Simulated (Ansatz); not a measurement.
Born–Oppenheimer molecular dynamics of BFH$_{5}$NO (9 atoms, charge 0, multiplicity 1). It starts at the highest image of a converged band, a first-order saddle point between two minima.

Level of theory: Ansatz 0.2.0, RKS PBE-D4/6-31G*.

```json
{
  "ensemble": "NVE (velocity Verlet)",
  "time step": "0.5 fs",
  "steps asked": "200",
  "starting velocities drawn for": "100 K",
  "seed": "5910"
}
```

First frame:

```xyz
9
Properties=species:S:1:pos:R:3
B 0.176 0.361 0.186
O -0.237 -0.222 1.673
H -1.141 -0.596 1.581
H 1.281 -0.040 -0.102
F -0.862 0.060 -0.678
N 0.080 1.830 0.734
H 0.957 2.349 0.826
H -0.618 2.415 0.264
H -0.309 0.947 1.754
```

Problem. What does the run give?

Solution. All steps were run.

```
steps done                                               : 200
time covered                                             : 100 fs
mean temperature over the second half                    : 315 K
spread of the potential energy over the second half      : 2.4 meV per atom
mean potential energy of the second half above the start : -21.6 meV per atom
```

The conserved energy stayed within 0.039 meV per atom of its start (net change 0.024 meV per atom), so the integration is sound. The kinetic energy rose, since the run started high on the potential surface and went downhill. It ends in pieces (BFH3N + H2O), so much of that is their flight and rotation, not heat. A run of 0.1 ps of so small a system gives no equilibrium averages. The orbitals stay closed-shell, which can raise the energy where a bond breaks towards radicals; this wasn't checked here.

Problem. What happens to the structure?

Solution. Between its relaxed ends the band would form O2–H9 and break B1–O2, N6–H9. These pairs go: O2–H9 1.17 → 0.97 Å, B1–O2 1.65 → 3.13 Å, N6–H9 1.40 → 3.18 Å. In the last frame they stand as after the step (other bonds may differ from the relaxed reactants and products). It ends as BFH3N + H2O. Pairs count as bonded within 1.25 times the sum of covalent radii (0.12 Å more for H–H). This is one draw of velocities; another would differ in detail.

Problem. How do temperature and energy run in time?

Solution. 
```tsv
time (fs)	T (K)	potential energy less start (eV)	conserved less start (meV/atom)
0.0	100	0.000	0.00
5.0	49	0.047	0.03
10.0	71	0.026	0.02
15.0	107	-0.006	0.02
20.0	170	-0.064	0.01
25.0	175	-0.068	0.02
30.0	229	-0.116	0.02
35.0	232	-0.119	0.03
40.0	241	-0.128	0.02
45.0	248	-0.134	0.01
50.0	273	-0.156	0.01
55.0	264	-0.148	0.02
60.0	299	-0.180	0.01
65.0	346	-0.223	0.01
70.0	337	-0.215	0.01
75.0	319	-0.198	0.03
80.0	315	-0.194	0.04
85.0	333	-0.211	0.02
90.0	316	-0.195	0.02
95.0	319	-0.198	0.02
100.0	317	-0.196	0.02
```

Time of the run: 5.3 min on 1 thread of Arm Neoverse V2 (shared host), peak memory 0.11 GiB.
